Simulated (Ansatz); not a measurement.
Species: HF3Sn, SMILES `[F][SnH]([F])[F]` (charge 0, multiplicity 1).

Task: Give a relaxed geometry from PBE0-D4/def2-TZVP (Ansatz, an electronic-structure program).

Result: the end point of this relaxation (outside a Z-matrix the atoms follow the SMILES, hydrogens last).
Z-matrix (Å, degrees):
```
Sn
F 1 1.8910
F 1 1.8910 2 104.99
F 1 1.8911 2 105.00 3 -110.43
H 1 1.6817 2 113.64 3 124.79
```
